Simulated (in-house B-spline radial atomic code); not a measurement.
Ionising Ge⁸⁺ with different functionals

Computed with a radial B-spline atomic code at the basis-set limit: non-relativistic Hamiltonian, point nucleus, spin-polarised at highest spin, spherical fractional occupations for the functionals, and exact exchange of hybrids averaged over the configuration. The ionisation energy is the difference of two self-consistent energies, [Ar] 3d6 → [Ar] 3d5, without Breit or QED terms; ε is the level of the shell that loses the electron (its least bound occupied spin orbital). There is no spin-orbit coupling in this Hamiltonian.

```
   method                    rung  ΔSCF (eV)  -ε(3d) (eV)
     PBE0           global hybrid     208.91       197.39
    B3LYP           global hybrid     209.17       196.65
    TPSSh           global hybrid          ?            ?
   M06-2X           global hybrid     208.89       202.82
BHandHLYP           global hybrid          ?            ?
  r2SCAN0           global hybrid     207.93       196.69
    B97-1           global hybrid     208.99       196.70
    HSE06  range-separated hybrid     208.88       196.91
    wB97X  range-separated hybrid     208.71       199.18
CAM-B3LYP  range-separated hybrid     209.08       198.64
  LC-wPBE  range-separated hybrid     209.12       198.68
```

Question: What does TPSSh give?

Answer: ΔSCF 208.67 eV, and -ε(3d) = 194.35 eV.

Question: What does BHandHLYP give?

Answer: ΔSCF 208.68 eV, and -ε(3d) = 201.88 eV.

Question: Among the functionals, which spreads more, the ΔSCF values or the orbital energies?

Answer: The orbital energies: ΔSCF values span about 1.24 eV and the orbital energies 8.47 eV; here energy differences depend much less on the functional than eigenvalues do.

Question: How do they compare with the NIST value?

Answer: NIST lists 212 eV ± 2.1 (tabulated theory, ground level to ground level). Errors run from -4.57 to -3.33 eV. The correlated functionals all miss on the same side by more than they spread, so the cause is common to them (relativity, Breit-QED terms, multiplet and fine-structure energies, or a listed next ion that isn't the cheapest removal here) and closeness doesn't rank the functionals.
